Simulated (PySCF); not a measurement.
SMILES O[SiH](O)Br (H₃BrO₂Si), singlet at its PBE0/def2-SVP optimised geometry (Å):

```
7

Si    -0.4336    -0.5377     0.0000
O     -0.8424     1.0627     0.0000
O     -1.0131    -1.3581     1.3074
Br     1.7818    -0.5377     0.0000
H     -0.9455    -1.2631    -1.1819
H     -1.7818     1.2631    -0.0688
H     -0.6528    -1.1290     2.1703
```

Method: PBE0/def2-TZVP (PySCF 2.14.0). Cells within 0.4 Å of a nucleus heavier than hydrogen are left out (blank, or x).

Map of the deformation density (molecule minus spherical neutral atoms) (e/bohr³) on the plane z = 1.5 Å:

```
|1111111111111111111111111111111|
|1111111111111111111111111111111|
|1111111111111111111111111111111|
|1111111111111111111111111111111|
|1111111111111111111111111111111|
|1111111111111111111111111111111|
|1111111111111111111111111111111|
|1111111111111111111111111111111|
|1111111100111111111111111111111|
|1111111000111111111111111111111|
|1111110000011111001111111111111|
|1111110000011100000111111111111|
|1111110000000000000011111111111|
|1111110000000000000011111111111|
|1111110000000000000011111111111|
|1111110000000000000011111111111|
|1111111000000000000011111111111|
|1111111111111100000011111111111|
|1111111112332210000011111111111|
|11111111247x0310000011111111111|
|1111111125xxx310000011111111111|
|11111111249xx310000011111111111|
|1111111112464210000011111111111|
|1111111111222110000011111111111|
|1111111111111110000111111111111|
|1111111111111111111111111111111|
|1111111111111111111111111111111|
|1111111111111111111111111111111|
|1111111111111111111111111111111|
|1111111111111111111111111111111|
|1111111111111111111111111111111|
```
Scale: ten equal steps from -0.006 (start of '0') to 0.051 (end of '9'), in the order '0123456789'; x runs from -4.00 to 4.00, y from -4.00 (bottom) to 4.00 (top).
